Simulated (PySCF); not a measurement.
Isomers C$_{5}$H$_{2}$FN$_{3}$:

A. `N#Cc1cc(F)cnn1`
B. `C#Cc1cnnc(F)n1`
C. `N#CC(C#N)(C#N)CF`

Spectrum 1. $^{1}$H NMR (300 MHz, computed): δ 5.14 (d, J = 50.1 Hz, 2H). $^{13}$C{$^{1}$H} NMR (computed): δ 112.5 (C, d, J = 1.5 Hz), 88.2 (CH2, d, J = 265.0 Hz), 26.4 (C, d, J = 21.6 Hz).

Spectrum 2. $^{1}$H NMR (300 MHz, computed): δ 9.57 (s, 1H), 3.46 (s, 1H). $^{13}$C{$^{1}$H} NMR (computed): δ 173.1 (C), 157.0 (CH), 149.1 (C), 100.8 (CH), 83.1 (C).

Spectrum 3. $^{1}$H NMR (300 MHz, computed): δ 9.71 (dd, J = 3.0, 1.3 Hz, 1H), 7.63 (dd, J = 9.5, 3.0 Hz, 1H). $^{13}$C{$^{1}$H} NMR (computed): δ 171.1 (C, d, J = 358.1 Hz), 146.7 (CH, d, J = 4.2 Hz), 144.2 (C, d, J = 1.7 Hz), 125.2 (CH, d, J = 7.8 Hz), 121.2 (C).

Computed data (PySCF 2.14.0 with density-fitted response routines): GFN2-xTB structure, shielding tensors at PBE0/pcSseg-1 (GIAO), B3LYP/pcJ-1 coupling constants (spin–dipole term left out of most H,H and C,H couplings). Isolated molecule, no relativistic terms, one conformer, one averaged value for each set of equivalent atoms.

Shifts are taken against calculated references (same method and geometry level): $^{1}$H (31.72 ppm), $^{13}$C (186.93 ppm) against TMS. Multiplet labels drop J under 1 Hz and among equivalent protons, and merge close values. Unscaled 3J(H,H) run several per cent high. Splittings of carbon signals by F and P are missing where no couplings were computed. Where no couplings were computed, multiplicities follow the n + 1 count of equivalent neighbours, and m marks all less simple cases (inequivalent or close neighbours, rings, F or P nearby). One-bond C–F couplings are unscaled and too large by tens of Hz. Shifts are as computed. Against solution values, carbons near 30 ppm lie about +3 ppm off and those near 130 ppm about +5 ppm. Of 1211 compounds with measured shifts, 218 miss one by over three times the rms of a fit or turn the order of signals round; such compounds aren't used in these exercises.

Match each spectrum to its structure.

Results:

1–C, 2–B, 3–A.

- Spectrum 1 (C): 3 $^{13}$C signals; δC 112.5 is a nitrile carbon; δC 88.2 is an sp3 CH2 bonded to F.
- Spectrum 2 (B): 5 $^{13}$C signals; δC 173.1 is an aromatic carbon bearing fluorine; δC 157.0 is an aromatic CH next to a ring nitrogen.
- Spectrum 3 (A): 5 $^{13}$C signals; δC 171.1 is an aromatic carbon bearing fluorine; δC 146.7 is an aromatic CH next to a ring nitrogen.
